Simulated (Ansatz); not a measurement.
Geometry optimisation, RKS PBE-D4/def2-SVP in Ansatz.

Input file:

```yaml
crystal:
  periodic: [false, false, false]
  atoms:
    - { symbol: Si, position_ang: [-0.28983, -0.63226, 0.19327] }
    - { symbol: Te, position_ang: [1.13307, 1.34465, 0.58613] }
    - { symbol: H, position_ang: [-1.71403, -0.72018, 0.53816] }
    - { symbol: H, position_ang: [0.16591, -1.88057, -0.43042] }
    - { symbol: H, position_ang: [0.70487, 1.88837, -0.88714] }
total_charge: 1
basis:
  gaussian: { orbitals: def2-SVP }
hamiltonian:
  xc: pbe
  dispersion: d4
relax:
  f_tol: 0.015
  max_steps: 40
output:
  orbitals: {}
```

Run as:

```bash
$ ansatz run input.yaml --threads 1 --pin off --max-ram 2048MiB --backend cpu --events-out ev --progress --plain --runs-dir out
```

Q: Where does it end, and by what steps?

A: The forces met the threshold. Limits of this set-up: the dipole of an ion depends on the origin. After 12 steps the energy has fallen by 1.007 eV; H5 moved furthest, 0.93 Å.

| step | energy less start (eV) | largest force component (eV/Å) | accepted |
| --- | --- | --- | --- |
| 0 | 0.0000 | 1.186 | yes |
| 1 | -0.0554 | 0.599 | yes |
| 2 | -0.0905 | 0.091 | yes |
| 3 | -0.1035 | 0.171 | yes |
| 4 | -0.1536 | 0.260 | yes |
| 5 | -0.3230 | 0.735 | yes |
| 6 | -0.5632 | 0.567 | yes |
| 7 | -0.7871 | 0.568 | yes |
| 8 | -0.9494 | 0.385 | yes |
| 9 | -0.9583 | 0.757 | yes |
| 10 | -1.0062 | 0.063 | yes |
| 11 | -1.0071 | 0.034 | yes |
| 12 | -1.0072 | 0.009 | yes |

```xyz
5
Properties=species:S:1:pos:R:3
Si -0.211 -0.703 0.047
Te 1.431 1.041 -0.025
H -1.670 -0.394 -0.035
H 0.267 -2.109 0.180
H 0.183 2.165 -0.168
```

Whether the end is a true minimum wasn't checked by a vibrational analysis.

Time of the run: 9.9 s on 1 CPU thread of a shared host.
